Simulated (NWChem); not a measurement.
System: sulfur difluoride (SF2); SMILES FSF

Here is an NWChem input.

```
start job
memory heap 200 mb stack 900 mb global 1100 mb
geometry units angstroms noautosym nocenter noautoz
  F      1.227542     0.000000    -0.496096
  S      0.000000     0.000000     0.548457
  F     -1.227542     0.000000    -0.496096
end
basis spherical
  * library def2-svpd
end
dft
  xc xpbe96 cpbe96
  iterations 150
end
property
  response 1 0.0
end
task dft property
```

All runs use the structure optimised with PBE0/def2-SVP.

Static field.

Q: Give the results of this calculation. (PBE/def2-SVPD.) Quantities: isotropic polarisability (bohr³); anisotropy (bohr³).

A: 
| Item | Value |
|---|---|
| isotropic polarisability (bohr³) | 24.8 |
| anisotropy (bohr³) | 4.0 |
